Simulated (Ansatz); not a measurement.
A nudged elastic band was laid between two geometries of CH7AsSeSi (11 atoms, charge 0, multiplicity 1).

Computed with RKS PBE0-D4/def2-SVP (Ansatz 0.2.0).

```
movable images  : 9
climbing image  : yes
spring          : 5.0 eV/Å²
optimiser       : quadratic models (default)
start path      : through a guess of the saddle point
force threshold : 0.03 eV/Å
iteration limit : 34
end points      : relaxed
```

First end point:

```xyz
11
Properties=species:S:1:pos:R:3
C -0.788 1.207 0.099
Si 0.130 -0.181 -0.770
As 2.075 -0.915 0.374
Se -1.221 -2.000 -1.134
H -0.137 2.089 0.205
H -1.682 1.492 -0.476
H -1.107 0.892 1.104
H 0.528 0.230 -2.151
H 1.264 -1.156 1.646
H 2.440 0.504 0.816
H -1.437 -2.221 0.306
```

Last end point:

```xyz
11
Properties=species:S:1:pos:R:3
C -1.027 1.212 0.155
Si 0.114 -0.111 -0.530
As 1.612 -0.813 1.170
Se -1.040 -1.949 -1.273
H -0.452 2.104 0.450
H -1.768 1.507 -0.604
H -1.567 0.841 1.040
H 0.810 0.371 -1.762
H 2.377 0.509 1.146
H 2.550 -1.457 0.157
H -1.544 -2.271 0.073
```

Problem. What changes between the two ends?

Solution. No bond is made or broken. The dihedral C1–Si2–As3–H10 goes from -38 to -163°.

Problem. Give the energies along the band, and the barrier.

Solution. The run converged. The highest image is number 5 of 0 to 10, 0.065 eV above the first end and 0.070 eV above the last; the last end lies 0.004 eV below the first. A vibrational analysis at the climbing image gives one clearly imaginary mode, 129i cm⁻¹: a first-order saddle point.

| image | path coordinate (Å) | energy (eV) | dihedral C1–Si2–As3–H10 (°) |
| --- | --- | --- | --- |
| 0 | 0.00 | 0.000 | -38 |
| 1 | 0.39 | 0.005 | -49 |
| 2 | 0.79 | 0.019 | -61 |
| 3 | 1.18 | 0.039 | -73 |
| 4 | 1.58 | 0.057 | -86 |
| 5 | 1.97 | 0.065 | -100 |
| 6 | 2.35 | 0.060 | -113 |
| 7 | 2.73 | 0.042 | -126 |
| 8 | 3.12 | 0.020 | -138 |
| 9 | 3.50 | 0.002 | -151 |
| 10 | 3.88 | -0.004 | -163 |

Problem. What is the geometry of the highest image?

Solution. 
```xyz
11
Properties=species:S:1:pos:R:3:forces:R:3
C -0.902 1.127 0.194 0.02 -0.03 0.00
Si 0.111 -0.210 -0.651 0.00 0.01 0.00
As 1.837 -1.045 0.773 0.00 0.00 0.00
Se -1.215 -1.936 -1.378 -0.01 0.01 0.00
H -0.262 1.982 0.461 0.00 0.01 0.00
H -1.708 1.472 -0.471 0.00 0.01 0.00
H -1.358 0.737 1.117 -0.01 0.01 0.00
H 0.711 0.288 -1.926 0.00 0.00 0.00
H 1.571 0.029 1.826 0.00 0.00 0.00
H 2.890 -0.178 0.090 0.00 0.00 0.00
H -1.608 -2.323 -0.013 0.01 -0.01 0.00
```

Problem. What are the harmonic wavenumbers there?

Solution. 129i, 89, 150, 172, 177, 186, 322, 415, 575, 592, 614, 682, 737, 773, 822, 881, 990, 1255, 1421, 1425, 2205, 2220, 2231, 2448, 3057, 3166, 3174 cm⁻¹.

Time of the run: 6.6 min on 2 threads of Arm Neoverse V1, on a shared host, peak memory 0.38 GiB.
